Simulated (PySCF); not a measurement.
Computed XPS line lists of a few unrelated compounds.

Method: delta-SCF UKS SCAN, pcX-2 on the ionised atom, pcseg-1 elsewhere, spin-free X2C (PySCF). Geometries: PBE0-D3(BJ)/def2-SVP; isolated species, one conformer each.

Line lists (1s up to Mg, 2p3/2 beyond; areas count atoms within a level, one atom standing for each set equivalent by bonding):
1. C 1s: 304.86 eV; N 1s: 416.02 eV; O 1s: 549.18 eV
2. C 1s: 291.18 (area 1), 291.53 (area 1), 292.40 (area 1), 292.97 (area 1) eV; N 1s: 404.02 eV; O 1s: 539.01 eV
3. C 1s: 294.20 (area 1), 294.54 (area 1), 295.30 (area 1), 295.52 (area 1), 295.53 (area 1), 295.55 (area 1) eV; Si 2p3/2: 110.01 eV; P 2p3/2: 142.90 eV
4. B 1s: 194.34 eV; C 1s: 291.55 (area 1), 291.69 (area 1), 292.91 (area 1), 292.98 (area 1), 293.46 (area 1) eV; O 1s: 540.19 eV; F 1s: 692.97 eV

Structures:
A. `[BH3-][O+]1CCC[C@H]1CF`
B. `C([P@H+]1CC=C([SiH3])C1)=C`
C. `NC#[O+]`
D. `CC1=NCCO1`

**Question.** Match each list to its structure.

**Answer.** 
- 1 = C: no other candidate has these counts of sites. C 1s: 304.86 triply bonded carbon; N 1s: 416.02 nitrogen bonded to C and 2 H; O 1s: 549.18 oxygen bonded to C.
- 2 = D: no other candidate has these counts of sites. C 1s: 291.18 methyl carbon, 291.53 sp3 carbon bound to nitrogen, 292.40 sp3 carbon bound to oxygen, 292.97 C=N carbon; N 1s: 404.02 C=N nitrogen; O 1s: 539.01 oxygen bonded to 2 C.
- 3 = B: no other candidate has this set of levels. C 1s: 294.20 fully substituted alkene carbon, 294.54 alkene CH carbon, 295.30 terminal =CH2 carbon, 295.52 alkene CH carbon, 295.53 sp3 carbon bound to phosphorus, 295.55 sp3 carbon bound to phosphorus; Si 2p3/2: 110.01 SiH3 silicon; P 2p3/2: 142.90 phosphonium phosphorus.
- 4 = A: no other candidate has this set of levels. B 1s: 194.34 four-coordinate boron; C 1s: 291.55 ring CH2 carbon, 291.69 ring CH2 carbon, 292.91 sp3 carbon bound to oxygen, 292.98 sp3 carbon bound to oxygen, 293.46 sp3 C–F carbon; O 1s: 540.19 oxygen bonded to B and 2 C; F 1s: 692.97 alkyl fluorine.

2p3/2 and 2p1/2 are the ΔSCF energy of one spin-free 2p hole plus the eigenvalues of a spin–orbit and ligand-field matrix of the shell. 1 of these hole states is spin-contaminated (⟨S²⟩ 0.85, against 0.75; counted from 0.85) and less certain.
